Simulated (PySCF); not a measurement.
**Which determinant of SrIn lies lowest?**

Unrestricted PBE0; PySCF, scalar-relativistic core potentials, basis sets Sr def2-SVPD with ECP28, In def2-SVPD with ECP28. Outer shells of the fragments: Sr 5s2; In 4d10 5s2 5p1.

Followed along the bond (rough minima from three points):

```json
{"2Ms+1": "2", "unpaired": "π ↑", "⟨S²⟩ at the start": "0.94", "R at minimum (Å)": "3.45", "Te (eV)": "0.00"}
{"2Ms+1": "2", "unpaired": "σ ↑", "⟨S²⟩ at the start": "0.75", "R at minimum (Å)": "3.90", "Te (eV)": "0.25"}
{"2Ms+1": "4", "unpaired": "σ ↑, π ↑↑", "⟨S²⟩ at the start": "3.75", "R at minimum (Å)": "3.04", "Te (eV)": "0.51"}
{"2Ms+1": "4", "unpaired": "σ ↑↑, π ↑", "⟨S²⟩ at the start": "3.75", "R at minimum (Å)": "3.36", "Te (eV)": "0.70"}
{"2Ms+1": "2", "unpaired": "σ ↓, π ↑↑", "⟨S²⟩ at the start": "1.76", "R at minimum (Å)": "3.05", "Te (eV)": "0.77"}
```

Solutions found at the starting distance of 3.100 Å, counted from the lowest of them; the search is not exhaustive and high or unbound solutions are not listed, so other states can lie among these:

```json
{"2Ms+1": "2", "unpaired": "π ↑", "term": "²Π", "E (eV)": "0.00", "⟨S²⟩": "0.94", "⟨Lz²⟩": "1.02", "μ (D)": "-2.47"}
{"2Ms+1": "4", "unpaired": "σ ↑, π ↑↑", "term": "⁴Σ⁻", "E (eV)": "0.37", "⟨S²⟩": "3.75", "⟨Lz²⟩": "0.00", "μ (D)": "-5.48"}
{"2Ms+1": "2", "unpaired": "σ ↓, π ↑↑", "term": "mixed", "E (eV)": "0.63", "⟨S²⟩": "1.76", "⟨Lz²⟩": "0.00", "μ (D)": "-4.12"}
{"2Ms+1": "4", "unpaired": "σ ↑↑, π ↑", "term": "⁴Π", "E (eV)": "0.64", "⟨S²⟩": "3.75", "⟨Lz²⟩": "1.01", "μ (D)": "-4.21"}
{"2Ms+1": "2", "unpaired": "σ ↑", "term": "²Σ⁺", "E (eV)": "0.65", "⟨S²⟩": "0.75", "⟨Lz²⟩": "0.00", "μ (D)": "-0.51"}
{"2Ms+1": "2", "unpaired": "σ ↑, π ↑↓", "term": "mixed", "E (eV)": "0.69", "⟨S²⟩": "1.76", "⟨Lz²⟩": "2.02", "μ (D)": "-4.83"}
```

A term symbol is given only where ⟨S²⟩ and ⟨Lz²⟩ are close to those of a pure state; real π, δ and φ orbitals otherwise mix terms. A positive dipole means Sr(−)In(+).

Problem. Compare the gap between the two lowest followed solutions at the starting distance with the gap between their minima.

Solution. At PBE0 the second solution (doublet, unpaired electrons σ ↑) lies +0.65 eV from the first (doublet, unpaired electrons π ↑) at 3.100 Å and +0.25 eV at the minima; the two curves relax by different amounts, since their minima lie near 3.90 and 3.45 Å.

Spin–orbit coupling is left out.
